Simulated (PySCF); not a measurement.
Stepwise substitution at one centre (B CH3-SH). Gas-phase values, no solvent. One relaxed conformer stands for each flexible species; it need not be the lowest. Strings in code marks are SMILES.

The S1 excitation (TDA) from two functionals at the same geometries (B3LYP-D3(BJ)/def2-TZVP), both in PySCF: PBE-D3(BJ)/def2-TZVP and ωB97X-D3(BJ)/def2-TZVP. Excitations are Tamm–Dancoff values on a coarser integration grid. The basis has no diffuse functions, so Rydberg states are missing or too high.

| species | ωB97X-D3(BJ)/def2-TZVP (eV) |
|---|---|
| 0 of 3 CH3 replaced by SH (`CB(C)C`) | 6.75 |
| 1 of 3 CH3 replaced by SH (`SB(C)C` (C–B–S–H torsion 2°)) | 6.87 |
| 2 of 3 CH3 replaced by SH | 6.24 |
| 3 of 3 CH3 replaced by SH | 5.94 |

Problem. What does PBE-D3(BJ)/def2-TZVP give for each?

Solution. 
- 0 of 3 CH3 replaced by SH (`CB(C)C`): 6.11
- 1 of 3 CH3 replaced by SH (`SB(C)C` (C–B–S–H torsion 2°)): 6.21
- 2 of 3 CH3 replaced by SH: 5.42
- 3 of 3 CH3 replaced by SH: 4.86
Over these rows, drawn at random from the members with no instability flagged (it was tested for open shells, ions and some series alone), PBE minus ωB97X-D3(BJ): mean -0.80 eV, from -1.08 eV to -0.64 eV.
